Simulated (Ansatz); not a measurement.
The same path of C₂H₈BBrN₂ (14 atoms, charge 0, multiplicity 1) was run twice with different band settings. The coordinate that changes most is the dihedral H7–C1–B2–Br3.

Theory: Ansatz 0.2.0, RKS B3LYP/def2-SVP.

Relaxed end points:

```xyz
14
Properties=species:S:1:pos:R:3
C -0.473 -0.770 1.626
B 0.672 -0.618 0.565
Br 2.324 -1.593 0.865
C 0.546 0.294 -0.731
N -0.387 -0.448 -1.588
N 0.231 1.669 -0.359
H -0.590 -1.810 1.971
H -1.453 -0.394 1.291
H -0.186 -0.183 2.520
H 1.510 0.313 -1.262
H -0.386 -0.120 -2.555
H -1.344 -0.388 -1.240
H -0.680 1.731 0.097
H 0.203 2.288 -1.171
```

```xyz
14
Properties=species:S:1:pos:R:3
C -0.431 -0.545 1.726
B 0.745 -0.230 0.736
Br 2.560 -0.339 1.418
C 0.523 0.170 -0.786
N -0.248 -0.856 -1.478
N -0.009 1.536 -0.707
H -1.425 -0.242 1.358
H -0.270 -0.104 2.722
H -0.459 -1.641 1.878
H 1.498 0.243 -1.293
H -0.357 -0.647 -2.472
H -1.186 -0.945 -1.086
H -0.978 1.542 -0.386
H 0.026 2.029 -1.600
```

Common settings: movable images 5; climbing image yes; spring 5.0 eV/Å²; optimiser quadratic models (default); start path IDPP; force threshold 0.05 eV/Å; end points relaxed.

| run | iteration limit |
| --- | --- |
| 1 | 55 |
| 2 | 10 |

Q: What does each run give, and how far can it be trusted?

A: Run 1: converged after 4 iterations, highest image 0.015 eV above the first end. A vibrational analysis at the climbing image gives one clearly imaginary mode, 93i cm⁻¹: a first-order saddle point.
Run 2: converged after 4 iterations, highest image 0.015 eV above the first end. Another band between the same ends (5 images) ends at a top of the same energy, where a vibrational analysis finds 1 clearly imaginary mode.
